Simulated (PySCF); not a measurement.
System: CH₁₁N₃Si₂ (charge 0, singlet). SMILES: C[SiH2][Si](N)(N)N
Geometry from a B3LYP-D3(BJ)/def2-TZVP (Ansatz) optimisation:
```xyz
17

C      2.0275    -0.7213     1.6490
Si     1.6121     0.1763     0.0427
Si    -0.7076     0.1105    -0.3321
N     -1.3641     1.1407     0.8889
N     -0.9631     0.4035    -2.0105
N     -1.5277    -1.3796    -0.0508
H      3.0982    -0.6990     1.8579
H      1.5039    -0.2585     2.4874
H      1.7131    -1.7653     1.5937
H      2.0938     1.5856     0.1383
H      2.3615    -0.4473    -1.0825
H     -0.9299     2.0267     1.0951
H     -2.3611     1.1781     1.0450
H     -0.3451     1.0029    -2.5331
H     -1.8908     0.3918    -2.4081
H     -1.4437    -2.1299    -0.7176
H     -1.6445    -1.7241     0.8886
```
Charge 0, spin multiplicity 1.

Dispersion corrections to the total energy (kcal/mol) from the dftd3 and dftd4 libraries through PySCF: D3(BJ) without and D4 with the three-body term, each with the damping fitted for the functional named.

```
functional  D3(BJ)      D4
----------  ------  ------
PBE          -9.70   -9.70
PW6B95       -5.59   -8.01
BLYP        -20.67       ?
revPBE      -23.07  -27.22
LC-wPBE          ?  -10.81
r2SCAN       -3.00       ?
BP86        -16.32  -13.36
```

### Question
Fill in the missing entries.

### Answer

- BLYP, D4: -20.70
- LC-wPBE, D3(BJ): -9.74
- r2SCAN, D4: -2.57
